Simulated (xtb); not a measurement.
F₃Zr (SMILES [F][Zr+]([F])[F]), charge +1, singlet, geometry from GFN2-xTB (such geometries of metal compounds can be far from the true shape) (the multiplicity is a formal guess), atoms displaced at random by about 0.1 Å a coordinate; GFN1-xTB with ALPB(water) (xtb).

Here is a job for xtb.
```
$ xtb mol.xyz --gfn 1 --chrg 1 --opt --alpb water --json

# file mol.xyz
4

Zr     0.13463995     0.18298462     0.18131135
F      1.67827602    -0.53729605    -0.33170797
F     -0.76626215    -0.65978396     1.47440795
F     -0.99216231    -0.03342736    -1.27675109
```

Task: What does xtb print? Leave out banner, timings and long lists.

Result: 
```
   ID    Z sym.   atoms
    1   40 Zr     1
    2    9 F      2-4

           -------------------------------------------------
          |                Calculation Setup                |
           -------------------------------------------------

           -------------------------------------------------
          |                 G F N 1 - x T B                 |
           -------------------------------------------------

      * Solvation model:               ALPB
        Solvent                        water
        Parameter file                 internal GFN1-xTB/ALPB
        Dielectric constant                8.0200E+01
        Reference state                gsolv [1 M gas/solution]
        Free energy shift                  4.2456E-03 Eh       2.6642E+00 kcal/mol
        Temperature                        2.9815E+02 K
        Density                            1.0000E+00 kg/L
        Solvent mass                       1.8000E+01 g/mol
        Interaction kernel             P16
        Born radius scaling (c1)           1.9452E+00
        Born radii integrator          GBOBC
        Born offset                        0.0000E+00 a0       0.0000E+00 AA
        H-bond correction              true
        Ion screening                  false
        Surface tension                    1.0000E-05 Eh       1.5569E+01 dyn/cm
        Grid points                               230 per atom

          ...................................................
          :                      SETUP                      :
          :.................................................:
          :  # basis functions                  22          :
          :  # atomic orbitals                  21          :
          :  # shells                            9          :
          :  # electrons                        24          :
          :  # halogen bonds                     0          :
          :  max. iterations                   250          :
          :  Hamiltonian                  GFN1-xTB          :
          :  restarted?                      false          :
          :  GBSA solvation                   true          :
          :  PC potential                    false          :
          :  electronic temp.          300.0000000     K    :
          :  accuracy                    1.0000000          :
          :  -> integral cutoff          0.2500000E+02      :
          :  -> integral neglect         0.1000000E-07      :
[...]
         :: total energy             -16.558945619532 Eh    ::
 * total energy  :   -16.5589456 Eh     change        0.7105427E-14 Eh
 * total energy  :   -16.5637117 Eh     change       -0.4766097E-02 Eh
 * total energy  :   -16.5654223 Eh     change       -0.1710606E-02 Eh
 * total energy  :   -16.5659295 Eh     change       -0.5071874E-03 Eh
 * total energy  :   -16.5664781 Eh     change       -0.5485515E-03 Eh
 * total energy  :   -16.5666580 Eh     change       -0.1799204E-03 Eh
 * total energy  :   -16.5667902 Eh     change       -0.1322292E-03 Eh
 * total energy  :   -16.5668558 Eh     change       -0.6561736E-04 Eh
 * total energy  :   -16.5668430 Eh     change        0.1277924E-04 Eh
 * total energy  :   -16.5668725 Eh     change       -0.2948086E-04 Eh
 * total energy  :   -16.5668741 Eh     change       -0.1576797E-05 Eh
   *** GEOMETRY OPTIMIZATION CONVERGED AFTER 11 ITERATIONS ***
         :: total energy             -16.566874106653 Eh    ::
[...]
        10        2.0000           -0.6181746             -16.8214
        11        2.0000           -0.6181599             -16.8210
        12        2.0000           -0.6145588             -16.7230 (HOMO)
        13                         -0.4736537             -12.8888 (LUMO)
        14                         -0.4622279             -12.5779
        15                         -0.4622001             -12.5771
        16                         -0.3993055             -10.8657
        17                         -0.3991895             -10.8625
        18                         -0.2748306              -7.4785
        19                         -0.0229273              -0.6239
        20                         -0.0226754              -0.6170
        21                          0.0559045               1.5212
      -------------------------------------------------------------
                  HL-Gap            0.1409051 Eh            3.8342 eV
             Fermi-level           -0.5441062 Eh          -14.8059 eV

  Mulliken/CM5 charges         n(s)   n(p)   n(d)
     1Zr    1.91871  2.51988   0.362  0.863  0.856
     2F    -0.30625 -0.50662   1.750  5.557  0.000
     3F    -0.30626 -0.50663   1.750  5.557  0.000
     4F    -0.30620 -0.50664   1.750  5.557  0.000

Wiberg/Mayer (AO) data.
largest (>0.10) Wiberg bond orders for each atom

 ---------------------------------------------------------------------------
     #   Z sym  total        # sym  WBO       # sym  WBO       # sym  WBO
 ---------------------------------------------------------------------------
     1  40 Zr   3.582 --     4 F    1.194     2 F    1.194     3 F    1.194
     2   9 F    1.248 --     1 Zr   1.194
     3   9 F    1.248 --     1 Zr   1.194
     4   9 F    1.248 --     1 Zr   1.194
 ---------------------------------------------------------------------------

Topologies differ in total number of bonds
Writing topology from bond orders to xtbtopo.mol

 dipole moment from electron density (au)
     X       Y       Z
   0.0260  -0.5021   0.0234  total (Debye):    1.279

optimized geometry written to: xtbopt.xyz

           -------------------------------------------------
          | TOTAL ENERGY              -16.566874106653 Eh   |
          | GRADIENT NORM               0.000217958543 Eh/α |
          | HOMO-LUMO GAP               3.834222276204 eV   |
           -------------------------------------------------

normal termination of xtb
```
